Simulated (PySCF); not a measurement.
CH7BO2Si (SMILES OB(O)C[SiH3]), singlet, geometry from GFN2-xTB; PySCF with CAMB3LYP/6-31G, polarisability by finite fields.

Here is a job for PySCF.
```python
from pyscf import gto, scf, dft

mol = gto.M(
    atom='''
Si    1.63814436    0.79192738    0.10534866
C     0.00173117    0.53098151   -0.82930121
B    -0.95554089   -0.47346181   -0.04296737
O    -0.89302624   -1.81608902   -0.21239143
O    -1.85281255   -0.05020121    0.87938840
H     2.47594363    1.71773969   -0.66450303
H     1.37667622    1.36602445    1.42851024
H     2.34281257   -0.48539901    0.25117412
H     0.23339421    0.15538768   -1.82708742
H    -0.47301703    1.50324838   -0.96922015
H    -0.25610341   -2.12647218   -0.85287114
H    -1.89969942    0.89422930    1.01378428
''',
    basis='6-31g',
    verbose=4,
)

mf = dft.RKS(mol)
mf.xc = 'camb3lyp'
mf.conv_tol = 1e-11
mf.kernel()
h0, z, done = mf.get_hcore(), mol.intor('int1e_r')[2], []
def energy(F):
    f = mf.copy()
    f.scf_summary = {}
    f.get_hcore = lambda *a: h0 + F * z
    e = f.kernel(mf.make_rdm1())
    done.append(f.converged)
    return e
F = 0.001
alpha = -(energy(F) + energy(-F) - 2 * mf.e_tot) / F**2
print('alpha_zz =', alpha)
```

Problem. What does PySCF print? Leave out banner, timings and long lists.

Solution. 
```
PySCF version 2.14.0

[INPUT] verbose = 4
[INPUT] num. atoms = 12
[INPUT] num. electrons = 48
[INPUT] charge = 0
[INPUT] spin (= nelec alpha-beta = 2S) = 0
[INPUT] symmetry False subgroup None
[INPUT] Mole.unit = angstrom
[INPUT] Symbol           X                Y                Z      unit          X                Y                Z       unit  Magmom
[...]
nuclear repulsion = 215.13762478608
number of shells = 41
number of NR pGTOs = 162
number of NR cGTOs = 63
basis = 6-31g
ecp = {}

******** <class 'pyscf.dft.rks.RKS'> ********
method = RKS
initial guess = minao
damping factor = 0
level_shift factor = 0
DIIS = <class 'pyscf.scf.diis.CDIIS'>
diis_start_cycle = 1
diis_space = 8
diis_damp = 0
SCF conv_tol = 1e-11
SCF conv_tol_grad = None
SCF max_cycles = 50
direct_scf = True
direct_scf_tol = 1e-13
XC library pyscf.dft.libxc version 7.1.2
    S. Lehtola, C. Steigemann, M. J. T. Oliveira, and M. A. L. Marques,  SoftwareX 7, 1–5 (2018)
XC functionals = camb3lyp
    T. Yanai, D. P. Tew, and N. C. Handy,  Chem. Phys. Lett. 393, 51 (2004)
radial grids:
    Treutler-Ahlrichs [JCP 102, 346 (1995); DOI:10.1063/1.469408] (M4) radial grids

becke partition: Becke, JCP 88, 2547 (1988); DOI:10.1063/1.454033
pruning grids: <function nwchem_prune>
grids dens level: 3
symmetrized grids: False
atomic radii adjust function: <function treutler_atomic_radii_adjust>
small_rho_cutoff = 0
Set gradient conv threshold to 3.16228e-06
Initial guess from minao.
tot grids = 144168
init E= -507.452362794104
[...]
cycle= 1 E= -506.83894566439  delta_E= 0.613  |g|= 0.869  |ddm|= 2.94
[...]
cycle= 2 E= -506.797355475383  delta_E= 0.0416  |g|= 1.05  |ddm|= 1.52
[...]
cycle= 3 E= -506.995536788302  delta_E= -0.198  |g|= 0.055  |ddm|= 0.818
[...]
cycle= 4 E= -506.996104499152  delta_E= -0.000568  |g|= 0.0331  |ddm|= 0.0733
[...]
cycle= 5 E= -506.996389438037  delta_E= -0.000285  |g|= 0.00238  |ddm|= 0.0314
[...]
cycle= 6 E= -506.99639157586  delta_E= -2.14e-06  |g|= 0.000676  |ddm|= 0.00479
[...]
cycle= 7 E= -506.996391767372  delta_E= -1.92e-07  |g|= 8.76e-05  |ddm|= 0.00136
[...]
cycle= 8 E= -506.996391771908  delta_E= -4.54e-09  |g|= 1.73e-05  |ddm|= 0.000258
[...]
cycle= 9 E= -506.996391772053  delta_E= -1.45e-10  |g|= 7.41e-06  |ddm|= 3.75e-05
[...]
cycle= 10 E= -506.996391772066  delta_E= -1.32e-11  |g|= 4.03e-06  |ddm|= 9.91e-06
[...]
cycle= 11 E= -506.996391772066  delta_E=    0  |g|= 4.07e-07  |ddm|= 3.72e-06
[...]
[...]
converged SCF energy = -506.99639177207
[...]
[...]
cycle= 3 E= -506.995666265861  delta_E= -9.1e-07  |g|= 0.000325  |ddm|= 0.00179
[...]
cycle= 4 E= -506.99566628932  delta_E= -2.35e-08  |g|= 5.68e-05  |ddm|= 0.000363
[...]
cycle= 5 E= -506.995666290112  delta_E= -7.92e-10  |g|= 3.28e-05  |ddm|= 8.58e-05
[...]
cycle= 6 E= -506.995666290351  delta_E= -2.38e-10  |g|= 7.25e-06  |ddm|= 3.72e-05
[...]
cycle= 7 E= -506.995666290364  delta_E= -1.3e-11  |g|= 2e-06  |ddm|= 8.83e-06
[...]
cycle= 8 E= -506.995666290366  delta_E= -2.39e-12  |g|= 5.26e-07  |ddm|= 2.62e-06
[...]
Extra cycle  E= -506.995666290367  delta_E= -5.68e-13  |g|= 4.28e-07  |ddm|= 1.15e-06
converged SCF energy = -506.995666290367

******** <class 'pyscf.dft.rks.RKS'> ********
method = RKS
initial guess = minao
damping factor = 0
level_shift factor = 0
DIIS = <class 'pyscf.scf.diis.CDIIS'>
diis_start_cycle = 1
diis_space = 8
diis_damp = 0
SCF conv_tol = 1e-11
SCF conv_tol_grad = None
SCF max_cycles = 50
direct_scf = True
direct_scf_tol = 1e-13
XC library pyscf.dft.libxc version 7.1.2
    S. Lehtola, C. Steigemann, M. J. T. Oliveira, and M. A. L. Marques,  SoftwareX 7, 1–5 (2018)
XC functionals = camb3lyp
    T. Yanai, D. P. Tew, and N. C. Handy,  Chem. Phys. Lett. 393, 51 (2004)
radial grids:
    Treutler-Ahlrichs [JCP 102, 346 (1995); DOI:10.1063/1.469408] (M4) radial grids

becke partition: Becke, JCP 88, 2547 (1988); DOI:10.1063/1.454033
pruning grids: <function nwchem_prune>
grids dens level: 3
symmetrized grids: False
atomic radii adjust function: <function treutler_atomic_radii_adjust>
small_rho_cutoff = 0
Set gradient conv threshold to 3.16228e-06
init E= -506.997138409304
[...]
cycle= 1 E= -506.997158151407  delta_E= -1.97e-05  |g|= 0.00216  |ddm|= 0.0212
[...]
cycle= 2 E= -506.997158632185  delta_E= -4.81e-07  |g|= 0.00216  |ddm|= 0.00485
[...]
cycle= 3 E= -506.997159528299  delta_E= -8.96e-07  |g|= 0.000325  |ddm|= 0.00177
[...]
cycle= 4 E= -506.997159551742  delta_E= -2.34e-08  |g|= 5.68e-05  |ddm|= 0.000362
[...]
cycle= 5 E= -506.99715955254  delta_E= -7.98e-10  |g|= 3.24e-05  |ddm|= 8.54e-05
[...]
cycle= 6 E= -506.997159552772  delta_E= -2.32e-10  |g|= 7.33e-06  |ddm|= 3.7e-05
[...]
cycle= 7 E= -506.997159552789  delta_E= -1.68e-11  |g|= 2.05e-06  |ddm|= 8.77e-06
[...]
cycle= 8 E= -506.997159552787  delta_E= 2.5e-12  |g|= 5.17e-07  |ddm|= 2.63e-06
[...]
Extra cycle  E= -506.997159552792  delta_E= -5e-12  |g|= 4.15e-07  |ddm|= 1.14e-06
converged SCF energy = -506.997159552792
alpha_zz = 42.29901799135405
```
